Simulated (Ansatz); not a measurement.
Si(OSiH3)(H)(NHSiH3)(Cl) (ClH8NOSi3), SMILES [SiH3]N[SiH](Cl)O[SiH3].

Geometry: B3LYP-D3(BJ)/def2-SVP. The values are those of a single conformer.

Two levels are set side by side: PBE/def2-SVPD (Ansatz, a quantum-chemistry and plane-wave program) and CAM-B3LYP/def2-SVPD (Ansatz). Energy differences of separate SCF runs at the same geometry; the states with an electron removed or added have multiplicity 2 and 2. Differences are taken from unrounded values.

```json
[
 {"quantity": "vertical ionisation energy (eV)", "CAM-B3LYP": "9.98"},
 {"quantity": "vertical singlet–triplet gap (eV)", "CAM-B3LYP": "6.50"}
]
```

### Question
What does PBE give, and how far is it from CAM-B3LYP? (Estimate from the structure and the level; the computed values follow.)

### Answer

```tsv
quantity	PBE	PBE minus CAM-B3LYP
vertical ionisation energy (eV)	9.34	-0.63
vertical singlet–triplet gap (eV)	5.78	-0.73
```
